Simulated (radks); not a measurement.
The numbers below are computed, except where a source is named.
Effect of the nuclear size on the aluminium ion Al+, [Ne] 3s2. Code: a radial shooting solver on a logarithmic mesh with Libxc functionals. Model: Dirac Kohn-Sham, BLYP, spin-unpolarised, spherical densities, finite nucleus; Fermi nuclear charge, rms radius 3.061 fm. The rms radius is varied about that value; shifts are against it.

rms radius (fm) = 2.5345: total energy shift (eV) -0.00117; density at nucleus (e/bohr^3) 1508; 1s1/2 shift (meV) -0.486
rms radius (fm) = 2.7702: total energy shift (eV) -0.000674; density at nucleus (e/bohr^3) 1507; 1s1/2 shift (meV) -0.279
rms radius (fm) = 3.061: total energy shift (eV) 0; density at nucleus (e/bohr^3) 1505; 1s1/2 shift (meV) 0.000
rms radius (fm) = 3.1681: total energy shift (eV) 0.000265; density at nucleus (e/bohr^3) 1504; 1s1/2 shift (meV) 0.110
rms radius (fm) = 3.5844: total energy shift (eV) 0.00138; density at nucleus (e/bohr^3) 1502; 1s1/2 shift (meV) 0.572

Slopes of the eigenvalues against <r^2> in GHz/fm^2, as finite differences over the two radii next to the reference (eigenvalue slopes, not the field-shift constants of lines): 1s1/2 39.8.
